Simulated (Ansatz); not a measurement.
Coupled-cluster diagnostics for SnO4H4, Ansatz.

Geometry of the singlet (B3LYP-D4/def2-SVP):

Cartesian coordinates in Å:
```
Sn -1.579 1.093 0.331
O 0.974 0.704 -1.104
O 0.656 -1.425 0.509
O 0.349 1.654 -0.186
O -0.378 -0.826 1.331
H 1.852 1.108 -1.192
H -1.780 -0.029 -1.055
H 0.852 -0.680 -0.122
H -0.946 -1.599 1.489
```

In the def2 sets Sn takes a core potential; there is no spin–orbit coupling. Correlated methods freeze 8 core orbitals; core or outer-core shells of Sn are correlated, in sets that lack core-valence functions. The structure holds 2 bonds between oxygen atoms, so isomers without such links may lie far lower. Another isomer (singlet) lies 1.87 eV lower at PBE0-D4/def2-TZVP; other spin states weren't run for this one.

(1) Estimate the CCSD(T) correlation energy, the shares of MP2 and (T), T1 and the reference's ⟨S²⟩ for: charge 0, singlet, own geometry in def2-SVP; and the rough time on 4 threads of Arm Neoverse V1 on a shared host.

Answers

(1) 
```json
{"state": "charge 0, singlet, own geometry", "basis": "def2-SVP", "correlation (eV)": "-25.277", "MP2 share (%)": "93.4", "(T) share (%)": "2.7", "T1": "0.015", "⟨S²⟩ (pure)": "0.00 (0.00)", "wall time": "9 s"}
```
Customary marks for T1 are 0.02 (closed shells), 0.045 (open shells) and about 0.05 (3d metals). T1 stays under 0.02 throughout.
